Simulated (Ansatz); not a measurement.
Molecule: CH5AlO2 (charge 0, singlet). 
Geometry from a B3LYP-D3(BJ)/def2-TZVP (Ansatz, a first-principles code) optimisation:
```
Al
O 1 1.7016
H 2 0.9570 1 126.19
O 1 1.7018 2 122.47 3 -0.15
H 4 0.9571 1 125.94 2 0.15
C 1 1.9373 2 118.51 3 179.79
H 6 1.0908 1 111.67 2 176.75
H 6 1.0926 7 108.28 1 122.50
H 6 1.0929 7 108.08 8 115.29
```
Charge 0, spin multiplicity 1.

Basis-set convergence of Hartree-Fock and CCSD(T) correlation energies (hartree) with Ansatz. Correlated levels leave the core frozen unless marked. No spin-orbit coupling. No relativistic terms.

| basis | functions | E(HF) | E(corr, CCSD(T)) |
|---|---|---|---|
| aug-cc-pV(D+d)Z | 146 | -432.58700 | -0.67514 |
| aug-cc-pV(T+d)Z | 308 | [?] | [?] |

Task: Complete the blanks.

Result: 
- aug-cc-pV(T+d)Z, E(HF): -432.64837
- aug-cc-pV(T+d)Z, E(corr, CCSD(T)): -0.81024
